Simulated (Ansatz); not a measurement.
Born–Oppenheimer molecular dynamics of a periodic cell of 26 atoms, H$_{17}$ClO$_{8}$ (contents 8 H2O + 1 HCl, density as packed 0.94 g/cm³ with natural masses). It goes on from the last frame of an earlier run, with new velocities.

Theory: DFT PBE-D3(BJ), scalar-relativistic, plane waves, PAW in Ansatz 0.2.0. Settings: accuracy low, cutoff 420 eV, k mesh 1x1x1, fermi-dirac smearing 0.02 eV, no spin polarisation.

```yaml
ensemble: NPT, Langevin
time_step: 0.5 fs
steps_asked: 400
set_temperature: 500 K
friction: 0.01 /fs
pressure: 20 GPa
seed: 925099
```

First frame:

```xyz
26
Lattice="6.8406 0.0000 0.0000 0.0000 6.8406 0.0000 0.0000 0.0000 6.8406" Properties=species:S:1:pos:R:3
O 0.767 -0.011 6.272
H 0.668 -0.469 5.415
H 0.770 0.972 5.916
O 5.760 6.702 1.404
H 4.878 7.048 1.287
H 6.416 6.848 0.693
O 3.511 1.547 1.595
H 2.785 2.108 1.758
H 3.176 0.980 0.869
O 5.392 4.082 1.468
H 5.873 3.461 2.101
H 5.687 5.062 1.581
O 1.165 2.773 5.271
H 0.971 3.073 6.177
H 2.087 3.067 5.168
O 3.699 5.909 5.480
H 4.541 5.669 5.055
H 3.058 5.618 4.731
O 0.113 2.033 2.172
H 0.580 2.268 3.006
H -0.338 1.200 2.489
O 2.974 4.535 0.846
H 4.406 4.109 1.255
H 3.332 5.179 0.097
Cl 1.763 5.619 3.433
H 2.849 5.284 1.607
```

Task: What does the run give?

Result: All steps were run.

```yaml
steps_done: 400
time_covered: 200 fs
mean_temperature_over_the_second_half: 958 K
spread_of_the_potential_energy_over_the_second_half: 56.8 meV per atom
mean_potential_energy_of_the_second_half_above_the_start: 161.9 meV per atom
mean_pressure_over_the_second_half: 18.5 GPa
```

The conserved energy stayed within 0.87 meV per atom of its start (net change 0.68 meV per atom), so the integration is sound. The mean temperature of the second half is 92 % above the set value. A run of 0.2 ps of so small a system gives no equilibrium averages. Limits of this set-up: coarse k mesh, low accuracy level. The cell's volume went from 320 to 138 Å³.

Task: What happens to the structure?

Result: Mean squared displacements from the first frame to the last, about the centre of mass, the cell's change included: O 1.61 Å², H 2.87 Å², Cl 1.47 Å². The details hang on the random start.

Task: How do temperature and energy run in time?

Result: 
```
time (fs)  T (K)  potential energy less start (eV)  conserved less start (meV/atom)  P (GPa)  volume (Å³)
      0.0    481                             0.000                             0.00      0.0        320.1
     16.5    569                            -0.105                             0.27      2.9        277.3
     33.0    771                             3.348                             0.45     17.3        196.1
     49.5   1312                            10.400                             0.41     48.5        142.8
     66.0   1748                            12.943                             0.54     63.3        129.1
     82.5   1737                             6.958                             0.28     32.1        145.9
     99.0   1036                             3.964                             0.74     12.2        174.8
    115.5   1156                             2.192                             0.07      8.1        191.5
    132.0    955                             2.694                             0.52      7.6        184.9
    148.5   1010                             3.651                             0.38     16.1        166.7
    165.0    968                             4.833                             0.46     26.6        149.5
    181.5    934                             6.226                             0.54     25.8        139.4
    198.0   1002                             5.889                             0.13     31.2        137.9
```

Time of the run: 9.3 min on 1 thread of Arm Neoverse V1, with other jobs on the host, peak memory 0.39 GiB.
